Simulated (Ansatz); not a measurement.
germylsilane (H6GeSi), singlet, at a GFN2-xTB geometry. Base run: B3LYP/cc-pVDZ (Ansatz, a quantum-chemistry and plane-wave program).

The Ansatz input:
Ansatz 0.2 input:
```yaml
crystal:
  periodic: [false, false, false]
  atoms:
    - {symbol: Si, position_ang: [-1.56704071, 0.16693932, 0.03758954]}
    - {symbol: Ge, position_ang: [0.74957058, -0.07985294, -0.01798040]}
    - {symbol: H, position_ang: [-2.14643979, -0.68810588, 1.07390640]}
    - {symbol: H, position_ang: [-1.92532104, 1.55570653, 0.32693199]}
    - {symbol: H, position_ang: [-2.15072553, -0.20470937, -1.25157588]}
    - {symbol: H, position_ang: [1.24574300, -1.41299042, -0.49700975]}
    - {symbol: H, position_ang: [1.48093017, 0.88627488, -0.90376928]}
    - {symbol: H, position_ang: [1.44812445, 0.08196777, 1.30063566]}
basis:
  gaussian:
    orbitals: cc-pVDZ
hamiltonian:
  xc: b3lyp
```

The base run was repeated with changes; each row names its change, and settings that it needs were set with it.

```csv
change,ΔE vs base (mEh)
base,0.000
"final_grid = 4, 8, 17",-0.020
"final_grid = 6, 12, 29",-0.002
"point_charge = charge:1.0 position_ang:-4.3831, 2.9477, 1.6196",-4.463
"point_charge = charge:-1.0 position_ang:0.5585, 4.3191, 2.8537",-2.833
fitting.mean_field = cc-pVTZ-JKFIT,-0.016
lower_state_search = off,0.000
lower_state_search = light,0.000
"final_grid = 14, 28, 59",0.001
"final_grid = 10, 20, 41",0.000
"point_charge = charge:0.5 position_ang:-5.1016, 1.8214, 1.2659",-0.576
```
